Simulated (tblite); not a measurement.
Give a GFN2-xTB geometry of `COC1CCC(=O)CC1`.

```xyz
21
C7H12O2 angstrom
C      2.6282    0.1660   -0.3796
O      1.3791   -0.4718   -0.4018
C      0.5475   -0.1966    0.7120
C     -0.1513    1.1653    0.6060
C     -1.0407    1.2160   -0.6381
C     -2.0437    0.0869   -0.6223
O     -3.2305    0.2559   -0.7429
C     -1.4094   -1.2712   -0.4497
C     -0.5067   -1.3023    0.7854
H      3.1917   -0.0956    0.5250
H      3.1675   -0.1900   -1.2554
H      2.5405    1.2569   -0.4338
H      1.1569   -0.2157    1.6320
H      0.5853    1.9699    0.5624
H     -0.7558    1.3151    1.5022
H     -0.4140    1.0921   -1.5243
H     -1.5618    2.1725   -0.7028
H     -2.1857   -2.0342   -0.3788
H     -0.7930   -1.4678   -1.3291
H     -1.1034   -1.1630    1.6885
H     -0.0097   -2.2714    0.8446
```

Orientation and origin are arbitrary. Atoms count from 1 in this order. The 6-membered ring C3–C4–C5–C6–C8–C9 has internal angles of 109.3° to 113.3°; it is puckered, 0.24 Å rms from its mean plane, widest ring torsion 59°. The 3 C–O bonds span 1.205 Å (C6=O7, drawn double) to 1.417 Å (O2–C3, drawn single), a spread of 0.212 Å. The 6 C–C bonds span 1.509 Å (C6–C8, drawn single) to 1.534 Å (C3–C4, drawn single), a spread of 0.025 Å. Of the pairs four or more bonds apart, O2···H19 is among the closest relative to their van der Waals radii: 2.56 Å, 94 % of the sum of Bondi's values.

Bonds between heavy atoms (Å): C1–O2 1.403, O2–C3 1.417, C3–C4 1.534, C4–C5 1.530, C5–C6 1.510, C6=O7 1.205, C6–C8 1.509, C8–C9 1.530, C3–C9 1.529.

The geometry is computed with GFN2-xTB (gas phase).

Point group: C1 (no symmetry element, even within 0.4 Å). Its GFN2-xTB frequencies are all real (lowest 58 cm⁻¹). The numbers are those of one conformer (C1–O2–C3–C4 79°, O2–C3–C4–C5 60°, C3–C4–C5–C6 56°, C4–C5–C6–O7 126°, C5–C6–C8–C9 54°). 3 starts were optimised and ended at 0.00, 0.53 and 1.43 kcal/mol (GFN2-xTB); the lowest of these is shown.

On an Arm Neoverse V1 with one thread, no GPU, shared host with 32 logical CPUs at a one-minute load of 25, this took 0.37 s. This is the geometry optimisation.
